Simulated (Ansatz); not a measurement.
Zn₂Se₃⁻, relaxed as a doublet with UKS PBE-D4/def2-SVPD in Ansatz, starting from the GFN1-xTB geometry. Force threshold 0.02 eV/Å.

The relaxation made no stability test and no search for a lower SCF solution. The structure comes from a short search, and lower isomers may exist.

Start:

Cartesian coordinates in Å:
```
Zn 1.095 -0.810 1.479
Zn -0.650 1.047 0.161
Se 0.993 -2.022 -1.370
Se 0.805 0.200 -1.838
Se -2.243 1.585 1.568
```

Estimate the energy that the relaxation releases and the steps that it takes.

1.77 eV, in 22 steps; 85 s on 4 threads of Arm Neoverse V2 on a shared host. The force fell under the threshold at step 21, but the optimiser went on. No frequencies were taken in this run, so the end may be a saddle point.

Does the start keep its bonding?

Bonds lost: Se3–Se4 (atoms count from 1). Bonds formed: Zn1–Se3, Zn1–Se5, Zn2–Se3 (atoms count from 1). The end is the same structure that another start reached, the lowest one found.

Predict the relaxed structure.


```csv
atom,x (Å),y (Å),z (Å)
Zn1,-0.0270,-0.8501,1.7404
Zn2,0.0084,0.2873,-0.5921
Se3,1.2558,-1.8043,0.0868
Se4,0.0398,1.3085,-2.6789
Se5,-1.2769,1.0586,1.4438
```
Bond lengths (bridged metal pairs left out): 5 × Se–Zn 2.30 to 2.53 Å.
